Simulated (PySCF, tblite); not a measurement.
Isomers of C4H5O2P, one GFN2-xTB conformer each. Single-point energies are computed at PBE0/pcSseg-1 (PySCF, gas phase, no added dispersion term), electronic only.

```tsv
SMILES	GFN2-xTB relative energy (kcal/mol)
COc1cocp1	3.0
COc1cpco1	0.0
```

Conformers: `[CH3:1][O:2][c:3]1[cH:4][o:5][cH:6][p:7]1` with C1–O2–C3–C4 180°; `[CH3:1][O:2][c:3]1[cH:4][p:5][cH:6][o:7]1` with C1–O2–C3–C4 180°.

What does PBE0/pcSseg-1 give for the same structures?

```json
{"SMILES": "COc1cpco1", "PBE0/pcSseg-1 E (Eh)": "-646.67084", "PBE0/pcSseg-1 (kcal/mol)": "0.0", "GFN2-xTB (kcal/mol)": "0.0", "point group": "Cs"}
{"SMILES": "COc1cocp1", "PBE0/pcSseg-1 E (Eh)": "-646.66090", "PBE0/pcSseg-1 (kcal/mol)": "6.2", "GFN2-xTB (kcal/mol)": "3.0", "point group": "Cs"}
```

Both levels put the same isomer lowest. 

Which frontier levels, dipoles and rotational constants go with these structures?

```
   SMILES  HOMO (eV, PBE0/pcSseg-1)  LUMO (eV)  dipole (D)     A, B, C (MHz)
COc1cpco1                     -6.28      -0.74        2.55  6843, 1536, 1264
COc1cocp1                     -6.55      -0.89        0.67  4772, 1900, 1371
```

What happens when harmonic zero-point energies from GFN2-xTB frequencies are added?

```
   SMILES  ZPE (kcal/mol)  electronic (kcal/mol)  with ZPE (kcal/mol)
COc1cpco1            52.7                    0.0                  0.0
COc1cocp1            52.7                    6.2                  6.2
```

The zero-point energies span 0.0 kcal/mol. The order is unchanged.

As an exercise, what shares would exp(−E/RT) give at 2000 K from these electronic energies alone (no entropy, no degeneracies)?

RT = 3.974 kcal/mol: COc1cpco1 82.8 %, COc1cocp1 17.2 %.
